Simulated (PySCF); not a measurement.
Si(Cl)(OH)(SH)2 (ClH3OS2Si), SMILES O[Si](S)(S)Cl.

Geometry optimised at B3LYP-D3(BJ)/def2-SVP. The structure was generated by enumeration, and PubChem lists no compound with its InChIKey, so it may never have been made. Other conformers were not sampled.

Level of theory: PBE/def2-TZVP run with PySCF.

Gas-phase values at a fixed geometry.

```yaml
total_energy: -1622.60556 hartree
highest_occupied_level: -6.62 eV
lowest_empty_level: -1.05 eV
orbital_gap: 5.57 eV
dipole_moment: 1.71 D
quadrupole, principal values (traceless, Buckingham form, about the centre of nuclear charge): -3.94, 1.10, 2.85 D·Å
mean_static_polarisability: 78.5 bohr³ (11.64 Å³)
polarisability_principal_values: 65.6, 82.2, 87.8 bohr³
```
